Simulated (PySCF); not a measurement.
# Computed records: CH8OSi2, CH4AlBO, CH5OSi2, CH4BClO and others

All values are calculated (PySCF 2.14.0). Calculation on a computer-drawn molecule: the log of a Hartree-Fock and frozen-core CCSD(T) single point meant for a local Hartree-Fock minimum, with one planted fault or none, to be diagnosed. Offsets are logged minus clean, where the clean run is the same molecule without the fault. The reference is restricted for singlets and unrestricted otherwise, and also for a bond in bohr or an excited solution. Adding or removing an electron swaps singlet and doublet. The excited solution moves the top pair (singlet) or top alpha electron (doublet) to the lowest empty orbital. Highest occupied and lowest empty are orbital energies over both spins, largest force is the largest gradient component, triples share is (T) over the correlation energy, the T1 limit is 0.02 restricted and 0.045 unrestricted, electrons count all cores, a negative frequency is imaginary (commonest isotopes), and the dipole is about the centre of nuclear charge.

Common to all runs: meant basis cc-pV(D+d)Z; logged SCF converged yes; possible faults no fault, one electron removed, one electron added, multiplicity raised by two, geometry at a saddle point, SCF held on an excited solution, minimal basis STO-3G, one bond length entered in bohr, all coordinates scaled.

(1) CH8OSi2

Logged structure:
```xyz
12
CH8OSi2
O     -3.5096    -0.3604    -0.1608
C     -2.1260     0.0188    -0.1664
Si    -1.6506     0.7352     1.5290
Si    -1.0756    -1.3986    -0.8745
H     -3.6362    -1.0788     0.4423
H     -2.0564     0.8442    -0.8823
H     -0.2179     1.1157     1.5575
H     -1.8993    -0.2955     2.5684
H     -2.4830     1.9209     1.8302
H      0.3639    -1.0442    -0.8649
H     -1.2831    -2.6076    -0.0380
H     -1.5006    -1.7028    -2.2588
```

- meant charge: 0
- meant multiplicity: 1
- logged electrons: 50
- logged basis functions: 36
- logged spin squared: 0
- logged highest occupied: -7.9099 eV
- logged lowest empty: 12.208 eV
- logged largest force: 0.051189 hartree/bohr
- logged T1 diagnostic: 0.0059088
- logged D1 diagnostic: 0.019954
- logged triples share: 0.0094174
- logged CC converged: yes
- logged dipole magnitude: 1.2742 debye
- logged SCF stable within its kind: yes
- logged energy HF: -687.09244 hartree
- logged energy CCSD(T): -687.32637 hartree
- planted fault: minimal basis STO-3G
- HF energy offset from clean run: 5112 kcal/mol
- CCSD(T) energy offset from clean run: 5352 kcal/mol

Drawn bonds:
```
atom  other atom  order
   1           2      1
   2           3      1
   2           4      1
   1           5      1
   2           6      1
   3           7      1
   3           8      1
   3           9      1
   4          10      1
   4          11      1
   4          12      1
```

(2) CH4AlBO

Logged structure:
```xyz
8
CH4AlBO
O     -1.9871    -1.5397    -1.3687
C     -1.2470    -1.2008    -0.2872
B     -0.2152    -1.9359     0.3405
Al     1.3197    -2.8416     1.4116
H     -2.6056    -0.8550    -1.5672
H     -1.4688    -0.2334     0.1678
H      1.9389    -2.0902     2.6579
H      1.8603    -4.2637     0.9847
```

- meant charge: 0
- meant multiplicity: 1
- logged electrons: 36
- logged basis functions: 85
- logged spin squared: 0
- logged highest occupied: -7.9467 eV
- logged lowest empty: 1.0572 eV
- logged largest force: 8.147e-06 hartree/bohr
- logged lowest frequency: 123.01 cm⁻¹
- logged T1 diagnostic: 0.015329
- logged D1 diagnostic: 0.039503
- logged triples share: 0.030226
- logged CC converged: yes
- logged dipole magnitude: 2.225 debye
- logged SCF stable within its kind: yes
- logged energy HF: -381.57306 hartree
- logged energy CCSD(T): -382.0833 hartree
- planted fault: no fault
- HF energy offset from clean run: 0 kcal/mol
- CCSD(T) energy offset from clean run: 0 kcal/mol

Drawn bonds:
```
atom  other atom  order
   1           2      1
   2           3      2
   3           4      1
   1           5      1
   2           6      1
   4           7      1
   4           8      1
```

(3) CH5OSi2

Logged structure:
```xyz
9
CH5OSi2
O      1.8944    -0.0635    -0.9909
C      1.4563    -1.1216    -0.4448
Si    -0.2849    -1.7283    -0.1851
Si    -1.6481    -0.0597     0.1621
H      1.2261     0.5391    -1.3081
H      2.2823    -1.7700    -0.1520
H     -0.2759    -2.9741     0.5811
H     -3.0093    -0.2201     0.6771
H     -1.3141     1.2629    -0.3834
```

- meant charge: 1
- meant multiplicity: 1
- logged electrons: 46
- logged basis functions: 99
- logged spin squared: 0
- logged highest occupied: -9.9575 eV
- logged lowest empty: -8.319 eV
- logged largest force: 0.060747 hartree/bohr
- logged dipole magnitude: 2.7058 debye
- logged SCF stable within its kind: no
- logged energy HF: -692.94486 hartree
- planted fault: SCF held on an excited solution
- HF energy offset from clean run: 144.5 kcal/mol

Drawn bonds:
```
atom  other atom  order
   1           2      1
   2           3      2
   3           4      1
   1           5      1
   2           6      1
   3           7      1
   4           8      1
   4           9      1
```

Notes: coupled-cluster numbers left out as unreliable.

(4) CH4BClO

Logged structure:
```xyz
8
CH4BClO
O      0.3607    -1.4457     0.4543
C      0.6518    -0.7340    -0.8385
B      0.6816    -1.7483    -2.1880
Cl     0.3859    -3.6116    -2.0889
H      0.3631    -0.7740     1.2171
H     -0.1452     0.1126    -1.0700
H      1.6980    -0.1767    -0.8141
H      0.9164    -1.2465    -3.3482
```

- meant charge: 0
- meant multiplicity: 1
- logged electrons: 40
- logged basis functions: 85
- logged spin squared: 0
- logged highest occupied: -11.682 eV
- logged lowest empty: 2.068 eV
- logged largest force: 0.066255 hartree/bohr
- logged T1 diagnostic: 0.012777
- logged D1 diagnostic: 0.046233
- logged triples share: 0.027131
- logged CC converged: yes
- logged dipole magnitude: 3.5118 debye
- logged SCF stable within its kind: yes
- logged energy HF: -599.24444 hartree
- logged energy CCSD(T): -599.85955 hartree
- planted fault: all coordinates scaled, by +7.6 %
- HF energy offset from clean run: 23.77 kcal/mol
- CCSD(T) energy offset from clean run: 15.93 kcal/mol

Drawn bonds:
```
atom  other atom  order
   1           2      1
   2           3      1
   3           4      1
   1           5      1
   2           6      1
   2           7      1
   3           8      1
```

(5) C2H6OSi

Logged structure:
```xyz
10
C2H6OSi
O     -1.0699    -1.6556    -2.2472
C     -1.8387    -0.4993    -2.0450
C     -0.9982     0.5229    -1.3019
Si    -1.8411     2.1913    -0.9060
H     -1.5861    -2.2978    -2.7106
H     -2.1711    -0.0850    -3.0049
H     -2.7418    -0.7333    -1.4676
H     -0.6446     0.0895    -0.3560
H     -0.0827     0.7308    -1.8729
H     -0.6342     2.7904    -0.2101
```

* meant charge: 0
* meant multiplicity: 1
* logged electrons: 40
* logged basis functions: 30
* logged spin squared: 0
* logged highest occupied: -6.1075 eV
* logged lowest empty: 6.0201 eV
* logged largest force: 0.06328 hartree/bohr
* logged T1 diagnostic: 0.0065738
* logged D1 diagnostic: 0.019688
* logged triples share: 0.0078314
* logged CC converged: yes
* logged dipole magnitude: 1.4232 debye
* logged SCF stable within its kind: yes
* logged energy HF: -437.66449 hartree
* logged energy CCSD(T): -437.88789 hartree
* planted fault: minimal basis STO-3G
* HF energy offset from clean run: 3325 kcal/mol
* CCSD(T) energy offset from clean run: 3575 kcal/mol

Drawn bonds:
```
atom  other atom  order
   1           2      1
   2           3      1
   3           4      1
   1           5      1
   2           6      1
   2           7      1
   3           8      1
   3           9      1
   4          10      1
```

(6) CH3AlO2

Logged structure:
```xyz
7
CH3AlO2
O      0.0103    -2.0087     0.5700
C     -0.5134    -0.8352     0.5126
O      0.3754    -0.0384     0.1397
Al     1.8871     0.0073    -0.2746
H     -0.5847    -2.5870     0.8277
H     -0.8603    -0.5647     1.4171
H     -1.2782    -0.8275    -0.1408
```

- meant charge: 0
- meant multiplicity: 1
- logged electrons: 38
- logged basis functions: 80
- logged spin squared: 0
- logged highest occupied: -8.0421 eV
- logged lowest empty: 2.0679 eV
- logged largest force: 0.11899 hartree/bohr
- logged T1 diagnostic: 0.012788
- logged D1 diagnostic: 0.035901
- logged triples share: 0.02197
- logged CC converged: yes
- logged dipole magnitude: 3.0031 debye
- logged SCF stable within its kind: yes
- logged energy HF: -431.24152 hartree
- logged energy CCSD(T): -431.82385 hartree
- planted fault: all coordinates scaled, by -8.2 %
- HF energy offset from clean run: 39.46 kcal/mol
- CCSD(T) energy offset from clean run: 49.94 kcal/mol

Drawn bonds:
```
atom  other atom  order
   1           2      1
   2           3      1
   3           4      1
   1           5      1
   2           6      1
   2           7      1
```

(7) CH6OSi

Logged structure:
```xyz
9
CH6OSi
O      0.3594    -0.7230     2.9569
C      0.4908    -1.4320     1.7396
Si    -0.2921    -0.4895     0.2897
H     -0.5506    -0.7109     3.2136
H      0.0811    -2.4464     1.8209
H      1.5619    -1.5507     1.5647
H     -1.7213    -0.2327     0.6015
H      0.3902     0.8083     0.0873
H     -0.2066    -1.2912    -0.9560
```

- meant charge: 0
- meant multiplicity: 1
- logged electrons: 34
- logged basis functions: 81
- logged spin squared: 2.0112
- logged highest occupied: -3.2774 eV
- logged lowest empty: 0.45751 eV
- logged largest force: 0.13409 hartree/bohr
- logged T1 diagnostic: 0.048207
- logged D1 diagnostic: 0.21883
- logged triples share: 0.029576
- logged CC converged: yes
- logged dipole magnitude: 3.3186 debye
- logged SCF stable within its kind: yes
- logged energy HF: -404.90454 hartree
- logged energy CCSD(T): -405.38792 hartree
- planted fault: multiplicity raised by two
- HF energy offset from clean run: 149.8 kcal/mol
- CCSD(T) energy offset from clean run: 155.6 kcal/mol

Drawn bonds:
```
atom  other atom  order
   1           2      1
   2           3      1
   1           4      1
   2           5      1
   2           6      1
   3           7      1
   3           8      1
   3           9      1
```

Notes: T1 above single-reference limit.

(8) CH4ClOSi

Logged structure:
```xyz
8
CH4ClOSi
O     -2.0204     0.6956     0.3124
C     -0.8999     1.4295     0.7507
Si     0.4398     1.5937    -0.5853
Cl     1.2316    -0.2671    -1.0527
H     -2.4672     1.1747    -0.3696
H     -1.1834     2.4279     1.1082
H     -0.4898     0.8963     1.6089
H     -0.1505     2.1476    -1.8272
```

- meant charge: 0
- meant multiplicity: 2
- logged electrons: 49
- logged basis functions: 94
- logged spin squared: 0.7985
- logged highest occupied: -3.5322 eV
- logged lowest empty: -1.5229 eV
- logged largest force: 0.055725 hartree/bohr
- logged dipole magnitude: 3.1181 debye
- logged SCF stable within its kind: no
- logged energy HF: -863.30284 hartree
- planted fault: SCF held on an excited solution
- HF energy offset from clean run: 126.5 kcal/mol

Drawn bonds:
```
atom  other atom  order
   1           2      1
   2           3      1
   3           4      1
   1           5      1
   2           6      1
   2           7      1
   3           8      1
```

Notes: coupled-cluster numbers left out as unreliable.
